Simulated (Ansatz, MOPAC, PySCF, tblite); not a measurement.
Potential energy surface of H₂Mg, singlet: symmetric bend, bond length relaxed. Scanned: H-Mg-H angle. Other coordinates (Mg-H bond length) were minimised at B3LYP/def2-TZVP.

Cartesian coordinates as functions of the variables (Å; names that start with a are angles):
```
Mg  0  0  0
H  r*sin(a/2)  0  r*cos(a/2)
H  -r*sin(a/2)  0  r*cos(a/2)
```

Methods: RHF/def2-SVP (PySCF); CCSD/cc-pVDZ = CCSD on RHF/cc-pVDZ, frozen core in Ansatz (a first-principles code); GFN2-xTB, 300 K electronic temperature (tblite); CCSD(T)/cc-pVDZ = CCSD(T) on RHF/cc-pVDZ, frozen core (Ansatz); PM7, restricted, heats of formation (MOPAC); FCI/cc-pVDZ = Ansatz with full CI/cc-pVDZ, frozen core.

Energies in kJ/mol, each method relative to its own lowest point.

```json
[
 {"a / °": "180", "RHF": "0.0", "CCSD/cc-pVDZ": "0.0", "GFN2-xTB": "0.0", "CCSD(T)/cc-pVDZ": "0.0", "PM7": "0.0", "FCI/cc-pVDZ": "0.0"},
 {"a / °": "169.86", "RHF": "1.9", "CCSD/cc-pVDZ": "1.5", "GFN2-xTB": "0.6", "CCSD(T)/cc-pVDZ": "1.5", "PM7": "1.6", "FCI/cc-pVDZ": "1.5"},
 {"a / °": "157.51", "RHF": "9.2", "CCSD/cc-pVDZ": "7.4", "GFN2-xTB": "3.0", "CCSD(T)/cc-pVDZ": "7.4", "PM7": "7.8", "FCI/cc-pVDZ": "7.4"},
 {"a / °": "152.31", "RHF": "13.9", "CCSD/cc-pVDZ": "11.4", "GFN2-xTB": "4.7", "CCSD(T)/cc-pVDZ": "11.3", "PM7": "11.9", "FCI/cc-pVDZ": "11.3"},
 {"a / °": "141.92", "RHF": "25.9", "CCSD/cc-pVDZ": "21.9", "GFN2-xTB": "9.6", "CCSD(T)/cc-pVDZ": "21.8", "PM7": "22.7", "FCI/cc-pVDZ": "21.8"},
 {"a / °": "131.69", "RHF": "41.7", "CCSD/cc-pVDZ": "36.1", "GFN2-xTB": "16.8", "CCSD(T)/cc-pVDZ": "35.9", "PM7": "36.8", "FCI/cc-pVDZ": "35.9"},
 {"a / °": "119.17", "RHF": "67.1", "CCSD/cc-pVDZ": "59.0", "GFN2-xTB": "30.2", "CCSD(T)/cc-pVDZ": "58.8", "PM7": "59.4", "FCI/cc-pVDZ": "58.6"},
 {"a / °": "110.09", "RHF": "90.3", "CCSD/cc-pVDZ": "80.0", "GFN2-xTB": "44.2", "CCSD(T)/cc-pVDZ": "79.6", "PM7": "79.6", "FCI/cc-pVDZ": "79.4"},
 {"a / °": "99.45", "RHF": "123.8", "CCSD/cc-pVDZ": "110.0", "GFN2-xTB": "66.8", "CCSD(T)/cc-pVDZ": "109.4", "PM7": "108.2", "FCI/cc-pVDZ": "109.2"},
 {"a / °": "87.57", "RHF": "171.2", "CCSD/cc-pVDZ": "152.1", "GFN2-xTB": "103.8", "CCSD(T)/cc-pVDZ": "151.3", "PM7": "147.6", "FCI/cc-pVDZ": "151.0"},
 {"a / °": "80.92", "RHF": "203.3", "CCSD/cc-pVDZ": "180.6", "GFN2-xTB": "132.3", "CCSD(T)/cc-pVDZ": "179.5", "PM7": "174.1", "FCI/cc-pVDZ": "179.2"},
 {"a / °": "69.40", "RHF": "270.7", "CCSD/cc-pVDZ": "240.0", "GFN2-xTB": "202.5", "CCSD(T)/cc-pVDZ": "238.5", "PM7": "229.5", "FCI/cc-pVDZ": "238.0"},
 {"a / °": "60", "RHF": "338.0", "CCSD/cc-pVDZ": "298.9", "GFN2-xTB": "291.9", "CCSD(T)/cc-pVDZ": "296.7", "PM7": "284.8", "FCI/cc-pVDZ": "296.0"}
]
```

Task: Order the methods in the basis of the full CI by their root-mean-square error against it, after the best constant shift.

Result: CCSD(T)/cc-pVDZ 0.20, CCSD/cc-pVDZ 0.88 (kJ/mol).
